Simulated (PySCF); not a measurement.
A PySCF script (with the pyscf-properties extension) for the NMR shieldings of `C[SiH2]C1=CC[SiH2][Si@H]1F`, C₄H₁₁FSi₃, on a GFN2-xTB geometry:

```python
import basis_set_exchange as bse
import numpy as np
from pyscf import gto, dft
from pyscf.prop import nmr

atoms = """
C     2.950493    0.125375    0.793788
Si    1.844101    0.980355   -0.486521
C     0.079435    0.332278   -0.318745
C    -0.538232   -0.299278   -1.320795
C    -1.937096   -0.842091   -1.279051
Si   -2.675911   -0.745664    0.489602
Si   -0.926411    0.513205    1.274932
F    -0.102375   -0.152339    2.508482
H     3.006713   -0.945526    0.618283
H     2.565406    0.272894    1.798293
H     3.962268    0.518846    0.765247
H     2.338165    0.714814   -1.846572
H     1.831754    2.433324   -0.253227
H    -0.025439   -0.449420   -2.266700
H    -1.926346   -1.861328   -1.673074
H    -2.545724   -0.267489   -1.983377
H    -2.877209   -2.105887    1.005564
H    -3.997213   -0.107394    0.432148
H    -1.036181    1.894577    1.734263
"""
names = dict.fromkeys(["C", "Si", "F", "H"], "pcSseg-1")
basis = {el: gto.basis.parse(bse.get_basis(n, elements=[el], fmt="nwchem")) for el, n in names.items()}
mol = gto.M(atom=atoms, basis=basis, charge=0, verbose=0)
mf = dft.RKS(mol, xc="PBE0")
mf.grids.level = 2
mf.grids.alignment = dft.numint.BLKSIZE   # the property module wants whole blocks of grid points
mf.conv_tol = 1e-9
mf.kernel()

calc = nmr.RKS(mf)   # GIAO
C = mf.mo_coeff
Co = C[:, mf.mo_occ > 0]
resp = mf.gen_response(singlet=True, hermi=2)
def vind(x):   # induced exchange potential for any number of trial vectors
    d = np.einsum("pi,xij,qj->xpq", C, 2 * x.reshape(-1, C.shape[1], Co.shape[1]), Co, optimize=True)
    return np.einsum("xpq,pi,qj->xij", resp(d - d.transpose(0, 2, 1)), C, Co, optimize=True).ravel()
mo1, _ = nmr.rhf.solve_mo1(calc, with_cphf=vind)
sigma = calc.kernel(mo1)
for i, s in enumerate(sigma):   # ppm
    w = np.linalg.eigvalsh((s + s.T) / 2)
    print("%2d %-2s iso %8.1f  s11 %8.1f  s22 %8.1f  s33 %8.1f" % (i, mol.atom_pure_symbol(i), w.mean(), *w))
```

Q: Give the expected output.

A: 
```
 0 C  iso    191.0  s11    186.3  s22    188.1  s33    198.6
 1 Si iso    388.3  s11    349.1  s22    391.1  s33    424.8
 2 C  iso     36.0  s11    -54.8  s22     -4.9  s33    167.8
 3 C  iso     14.1  s11   -103.1  s22      7.7  s33    137.9
 4 C  iso    163.6  s11    145.6  s22    151.4  s33    194.0
 5 Si iso    436.5  s11    411.9  s22    419.7  s33    478.0
 6 Si iso    313.4  s11    243.8  s22    320.2  s33    376.1
 7 F  iso    387.9  s11    360.9  s22    368.9  s33    434.0
 8 H  iso     31.4  s11     27.3  s22     29.3  s33     37.6
 9 H  iso     31.0  s11     25.6  s22     30.1  s33     37.3
10 H  iso     31.6  s11     27.0  s22     27.7  s33     40.0
11 H  iso     27.2  s11     23.6  s22     26.1  s33     31.9
12 H  iso     27.0  s11     24.0  s22     25.3  s33     31.6
13 H  iso     24.1  s11     21.0  s22     22.9  s33     28.3
14 H  iso     29.4  s11     24.3  s22     28.0  s33     35.9
15 H  iso     29.7  s11     24.8  s22     27.9  s33     36.4
16 H  iso     27.9  s11     24.4  s22     25.4  s33     33.9
17 H  iso     28.2  s11     24.5  s22     25.7  s33     34.3
18 H  iso     25.6  s11     23.1  s22     24.0  s33     29.8
```

These numbers come from an equivalent density-fitted implementation of the same equations, which agrees with the script to about 0.01 ppm for H and up to a few tenths of a ppm for heavy atoms, so last digits may differ.

Q: Turn these shieldings into chemical shifts. Referencing at the same level of theory: $^{13}$C (σ = 186.93 ppm) and $^{29}$Si (σ = 349.16 ppm) and $^{1}$H (σ = 31.72 ppm) vs TMS; CFCl3 for $^{19}$F (σ = 170.95 ppm).

A: Averaging equivalent atoms: C 3: 172.8; C 2: 150.9; C 4: 23.3; C 0: -4.1; Si 6: 35.8; Si 1: -39.2; Si 5: -87.4; F 7: -217.0; H 13: 7.65; H 18: 6.11; H 12: 4.76; H 11: 4.56; H 16: 3.84; H 17: 3.55; H 14: 2.30; H 15: 2.03; H 8/9/10: 0.39 ppm. Unscaled 19F shifts against computed CFCl3 carry errors that often reach 10 to 50 ppm.

Size and cost of the density-fitted run: 212 basis functions, 99 s wall time on 1 thread of an Arm Neoverse N1, shared host; peak memory 0.94 GiB.
